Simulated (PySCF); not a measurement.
Computed IR spectrum (relative IR intensity) of a molecule H12Si5. Coordinates come from a PBE0-D3(BJ)/def2-SVP optimisation. The values are those of a single conformer. These are PBE0-D3(BJ)/def2-SVP in PySCF values and carry that method's errors. Frequencies are harmonic and unscaled.

```
ν (cm⁻¹)  relative intensity
--------  ------------------
848                      100
936                       19
2214                      20
2231                      48
```

Q: Which molecule gave these data?
A. [SiH3][SiH2][SiH]([SiH3])[SiH3]
B. [SiH3][Si]([SiH3])([SiH3])[SiH3]
C. [SiH3][SiH2][SiH2][SiH2][SiH3]

A: B, [SiH3][Si]([SiH3])([SiH3])[SiH3]
